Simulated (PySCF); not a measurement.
Vertical excitations of a molecule CH4O4Si from TDA-PBE/def2-SVPD (PySCF 2.14.0), as energy in eV (oscillator strength): 4.88 (0.005), 5.71 (0.010), 5.94 (0.003), 6.26 (0.021), 6.50 (0.010), 6.56 (0.062), 6.87 (0.037), 7.30 (0.004), 7.32 (0.015), 7.48 (0.017). Lowest triplet (TDA): 4.21 eV. Coordinates come from a PBE0-D3(BJ)/def2-SVP optimisation. One conformer was computed; it need not be the lowest.

Question: Identify the compound among the candidates.
A. O=C(O)[SiH](O)O
B. O[Si]1(O)OCO1
C. O=C[Si](O)(O)O
D. O=CO[SiH](O)O

Answer: A, O=C(O)[SiH](O)O
